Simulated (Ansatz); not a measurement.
# A relaxation, step by step

BNH3ClF2, closed shell, PBE0-D4/def2-TZVP (Ansatz 0.2.0). Settings:

```yaml
hamiltonian: {xc: pbe0, dispersion: d4}
relax: {f_tol: 0.005, max_steps: 200}
```

Start, a step off a saddle point along its unstable mode:

B1  (-0.327, 0.619, -0.456)
Cl2  (1.201, -0.652, -1.676)
F3  (-1.559, 0.451, -0.931)
F4  (0.142, 1.849, -0.256)
H5  (0.638, -0.850, 0.151)
N6  (0.080, -0.421, 0.670)
H7  (-0.699, -1.001, 1.007)
H8  (0.526, 0.004, 1.493)
(Å)

```csv
step,energy less the last (meV),largest force component (eV/Å)
1,1739.3,7.456
2,638.0,1.281
3,274.5,0.946
4,130.7,1.050
5,71.8,0.699
6,57.4,0.290
7,55.9,0.105
8,55.2,0.007
9,55.2,0.001
10,55.1,0.007
11,55.1,0.003
12,53.6,0.056
13,52.8,0.022
14,46.7,0.141
15,23.8,0.101
16,5.7,0.036
17,1.4,0.099
18 (rejected trial),2.3,0.231
19,0.3,0.031
20,0.0,0.002
21,0.0,0.010
22,0.0,0.002
```

Step 6, positions (Å) and forces (eV/Å):

```tsv
atom	x	y	z	Fx	Fy	Fz
B1	-0.156	0.496	-0.633	-0.034	0.023	0.038
Cl2	0.949	-0.224	-1.929	-0.016	0.002	0.035
F3	-1.482	0.360	-0.922	0.046	0.017	0.001
F4	0.212	1.752	-0.250	-0.019	-0.037	-0.025
H5	0.765	-1.182	0.520	-0.247	0.266	0.072
N6	0.081	-0.447	0.721	0.243	-0.290	-0.012
H7	-0.796	-0.880	1.003	0.049	0.038	-0.040
H8	0.428	0.124	1.489	-0.021	-0.020	-0.067
```

Step 13, positions (Å) and forces (eV/Å):

```tsv
atom	x	y	z	Fx	Fy	Fz
B1	-0.160	0.493	-0.631	0.001	-0.002	0.002
Cl2	1.000	-0.184	-1.900	0.007	0.004	-0.005
F3	-1.473	0.313	-0.952	0.003	-0.008	-0.005
F4	0.153	1.760	-0.239	-0.006	0.001	0.008
H5	0.687	-1.234	0.493	-0.019	0.011	0.001
N6	0.083	-0.449	0.719	-0.004	-0.016	0.022
H7	-0.809	-0.802	1.057	0.011	0.015	-0.001
H8	0.519	0.103	1.453	0.008	-0.006	-0.022
```

Step 14, positions (Å) and forces (eV/Å):

```
atom       x       y       z      Fx      Fy      Fz
  B1  -0.164   0.490  -0.631  -0.061   0.030   0.039
 Cl2   1.050  -0.142  -1.870   0.034   0.013  -0.033
  F3  -1.462   0.262  -0.985   0.072   0.039   0.009
  F4   0.098   1.766  -0.222  -0.056  -0.091  -0.038
  H5   0.603  -1.280   0.470   0.031  -0.096  -0.031
  N6   0.079  -0.449   0.718   0.038   0.044  -0.129
  H7  -0.811  -0.723   1.116  -0.141  -0.008   0.075
  H8   0.606   0.077   1.404   0.083   0.068   0.108
```

Last step (22):

| atom | x (Å) | y (Å) | z (Å) |
| --- | --- | --- | --- |
| B1 | -0.1790 | 0.4714 | -0.6359 |
| Cl2 | 1.2704 | 0.1045 | -1.7217 |
| F3 | -1.3626 | 0.0260 | -1.1436 |
| F4 | -0.2064 | 1.7573 | -0.1854 |
| H5 | 0.1242 | -1.4267 | 0.4555 |
| N6 | 0.0772 | -0.4446 | 0.7103 |
| H7 | -0.6798 | -0.3075 | 1.3758 |
| H8 | 0.9562 | -0.1805 | 1.1451 |

Hardware: 4 CPU threads of an Arm Neoverse V2, shared host. Wall time about 42 s.
